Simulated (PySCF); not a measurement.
A structure optimised at B3LYP-D3(BJ)/def2-SVP, used in a PySCF frequency run:

```
Te
Cl 1 2.3705
Cl 1 2.4775 2 93.02
Cl 1 2.4775 2 93.02 3 158.33
```
Charge 0, spin multiplicity 2.

Task: Write its SMILES, formula and point group.

Result: Cl[Te](Cl)Cl, Cl3Te, Cs

Task: What are its rotational constants (standard atomic weights)?

Result: 2.6997, 1.1808, 0.84729 GHz
